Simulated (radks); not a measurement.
Problem. Species: Cd XVIII. Configuration: [Ar] 3d10 4s1.5 4p1.5 (fractional occupations, a model configuration). Calculated with a radial shooting solver on a logarithmic mesh with Libxc functionals: Dirac Kohn-Sham, LDA (Slater exchange, Perdew-Wang correlation), spin-unpolarised, spherical densities, finite nucleus; open shells fill j = l - 1/2 first; Fermi nuclear charge, rms radius 4.6087 fm. Some entries of the table are withheld. Estimate them.

orbital,occ.,eigenvalue (eV),r(max) (bohr)
1s1/2,2,-26928.16,(1)
2s1/2,2,-4375.759,0.1114
2p1/2,2,-4108.307,0.08592
2p3/2,4,-3915.718,0.09027
3s1/2,2,-1157.074,0.3227
3p1/2,2,-1049.840,0.3086
3p3/2,4,-1014.554,0.3184
3d3/2,4,-825.2088,(2)
3d5/2,6,-817.9136,(3)
4s1/2,1.5,-476.6364,0.7426
4p1/2,1.5,-437.2564,0.7557
4p3/2,0,-428.2030,0.7732

Solution. 
(1) 1s1/2 r(max) (bohr): 0.01970
(2) 3d3/2 r(max) (bohr): 0.2607
(3) 3d5/2 r(max) (bohr): 0.2635
